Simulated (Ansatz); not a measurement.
`[F][Zn][F]`, charge 0, multiplicity 1.

Question: Give a relaxed structure at PBE0-D4/def2-TZVP (Ansatz 0.2.0). (An estimate is asked.)

Answer: The calculation gave: 
Bond lengths: F1–Zn2 1.732 Å, Zn2–F3 1.732 Å. Angles: F1–Zn2–F3 180.0°.
Point group D∞h.
